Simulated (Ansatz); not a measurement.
One geometry of the cluster Mg₆N₃, several levels of theory.

```yaml
crystal:
  periodic: [false, false, false]
  atoms:
    - {symbol: Mg, position_ang: [-0.049412, 1.019304, 1.960852]}
    - {symbol: Mg, position_ang: [-0.366132, 1.131230, -0.720279]}
    - {symbol: Mg, position_ang: [-1.047608, -1.408200, -1.343615]}
    - {symbol: Mg, position_ang: [-2.702527, -0.969059, 1.527809]}
    - {symbol: Mg, position_ang: [2.234666, 0.796466, -1.260278]}
    - {symbol: Mg, position_ang: [0.978331, -0.911484, 0.374119]}
    - {symbol: N, position_ang: [1.351850, 1.177668, 0.535386]}
    - {symbol: N, position_ang: [-1.080883, -0.384165, 0.608817]}
    - {symbol: N, position_ang: [0.681705, -0.451769, -1.682801]}
basis:
  gaussian: {orbitals: def2-TZVP, initial_orbitals: start.molden}
magnetization: {spin_polarized: true, initial_magnetization: 1}
hamiltonian: {xc: r2scan, dispersion: d4}
scf: {omitted_lower_state_checks: [starts]}
output: {orbitals: {seedname: orbitals}}
```

The file start.molden holds the orbitals of an earlier run on this structure, at another level or in another basis.

```sh
$ ansatz run in.yaml --threads 2 --pin off --events-out ev --progress --plain --max-ram 32768MiB --backend cuda --devices 0, --max-vram 18GiB
```

It prints (some lines left out):

```
Functional definition: r2SCAN
2193 factors; their error is unknown
mean field evaluation 1: about -37133.1407 eV, gradient 6.0e0 eV
mean field evaluation 2: about -37133.2228 eV, gradient 1.8e-1 eV
mean field evaluation 4: about -37133.1362 eV, gradient 1.5e0 eV
mean field evaluation 8: about -37133.2146 eV, gradient 5.9e-3 eV
mean field -37133.21460649 eV, -1364.6204669918 hartree, gradient 2.3e-5 eV, S^2 1.058347; 0 other end points of the search recorded, 0 dependent functions left out
reference -37133.21463575 eV, -1364.6204680670 hartree; 47, 46 occupied and 238, 239 virtual orbitals, 2193 factors
Total energy: -37133.31551926 eV, -1364.6241754675 hartree
Checks for a lower state left out: starts
```

Hardware: 2 threads of AMD EPYC 7R13 on a shared host and a share (18 GiB) of an NVIDIA H100 80GB HBM3. Wall time 14 s, peak host memory 1 GiB.

Geometry: r2SCAN-D4/def2-SVP.

The charge 0 doublet is spin-contaminated (final ⟨S²⟩ up to 1.06, 0.75 for a pure state). The structure comes from a short search, and lower isomers may exist.
